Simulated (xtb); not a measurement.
C3H4ClF, SMILES C/C(=C\F)Cl. All values are semi-empirical tight-binding results from xtb (GFN2-xTB unless named), good for trends rather than for accurate numbers. Geometry: GFN2-xTB.

Computed properties:
| Property | Result |
|---|---|
| point group as xtb finds it | Cs |
| orbital gap | 4.66 eV |
| dipole moment | 0.85 D |
| zero-point energy | 38.6 kcal/mol |
| G − E(el) at 298.15 K (modified RRHO) | 20.0 kcal/mol |
| static polarisability (D4 model) | 52.0 bohr³ |
| solvation energy, GFN2-xTB/ALPB(water) | -2.0 kcal/mol |
| solvation energy, GFN2-xTB/ALPB(ch2cl2) | -3.9 kcal/mol |
